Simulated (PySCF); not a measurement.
## Relaxation of quartet H₂IrO

Computed with UPBE0 in PySCF with Ir def2-TZVP with ECP60, O def2-TZVP, H def2-TZVP; scalar-relativistic core potentials, no spin–orbit coupling; density-fitted integrals. A (50,194) grid was used.

A start displaced from a saddle point along its imaginary mode, of Cs symmetry, held to at least that symmetry:

Coordinates in bohr (charge 0 multiplicity 4):
```
Ir    0.0023    0.0000   -0.2411
O    -0.0274    0.0000    3.0100
H     3.0962    0.0000   -1.0333
H    -3.1089    0.0000   -0.5799
```

What does it relax to?

It ends at Cs with Ir–H 1.601 Å (×2), Ir–O 1.762 Å; H–Ir–H 95.8°, H–Ir–O 132.1° (×2) (after a last refinement on a finer grid). A frequency run shows a minimum. Other isomers or separated fragments may lie lower.

How much energy is released, and in how many steps?

72.8 kJ/mol in 20 steps.

Open d and f shells are described by one determinant, and the ground state may have another occupation or spin. At this level a doublet minimum of Cs symmetry lies 89 kJ/mol below this structure. Spin–orbit coupling, left out here, can matter for elements this heavy.

The relaxation took about 90 core-seconds on a shared host.
